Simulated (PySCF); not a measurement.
Correlation energy of In (indium, neutral)

[Kr] 4d10 5s2 5p1, 2P determinant. All numbers are calculated (PySCF 2.14, scalar relativity through the core potential, in def2-QZVPPD with the def2 core potential (28 electrons) (8s6p5d4f1g, 88 functions)). Frozen: nothing; 21 electrons correlated.

```csv
level,correlation energy (mhartree)
CCSD,-560.39
(T),-15.43
CCSD(T),-575.82
```

Diagnostics: T1 = 0.014, D1 = 0.0611, largest double amplitude 0.050.

Problem. Is a single reference adequate?

Solution. Yes, within this model without spin-orbit coupling: T1 lies below 0.03 and no double amplitude reaches 0.07.

The basis has no tight functions for the innermost shells, so their pair energies are far from complete.

This basis was not built for core-valence correlation, so the inner-shell part is incomplete.
